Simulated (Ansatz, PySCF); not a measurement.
Dimer: SiH4 (SMILES [SiH4]) (first 5 atoms) with Si2H6 (SMILES [SiH3][SiH3]); geometry from B3LYP-D3(BJ)/def2-TZVP, rigid monomers moved along the line of their centres of mass till Si1···H11 is 2.91 Å.
(charge 0, multiplicity 1):
```csv
atom,x (Å),y (Å),z (Å)
Si,-0.0956,0.1107,-0.1592
H,-0.2077,-1.1479,0.6113
H,-1.4479,0.5939,-0.5160
H,0.6863,-0.1350,-1.3923
H,0.5919,1.1291,0.6652
Si,0.8922,-0.8690,3.4873
Si,-0.7946,0.7599,3.4654
H,0.3044,-2.2182,3.3059
H,1.6014,-0.8325,4.7900
H,1.8780,-0.6290,2.4075
H,-1.6397,0.6346,2.2537
H,-0.2017,2.1187,3.4892
H,-1.6636,0.5997,4.6571
```

Counterpoise-corrected where a basis set is named; no monomer relaxation.

Cores are frozen in the correlated methods.

Programs: Ansatz (a first-principles code); PySCF for the dispersion terms. 

PBE/def2-TZVPPD gives 3.4 kJ/mol for the interaction energy.

Where do these levels fall relative to PBE: PBE-D3(BJ)/def2-TZVPPD, r2SCAN/def2-TZVPPD, PBE0/def2-TZVPPD, wB97M-V/def2-TZVPPD, MP2/aug-cc-pV(D+d)Z, CCSD(T)/aug-cc-pV(D+d)Z.

PBE-D3(BJ)/def2-TZVPPD -9.6; r2SCAN/def2-TZVPPD -3.9; PBE0/def2-TZVPPD -0.6; wB97M-V/def2-TZVPPD -9.2; MP2/aug-cc-pV(D+d)Z -3.7; CCSD(T)/aug-cc-pV(D+d)Z -3.7 kJ/mol. 0 of 6 lie above PBE; the widest gap is to PBE-D3(BJ)/def2-TZVPPD.
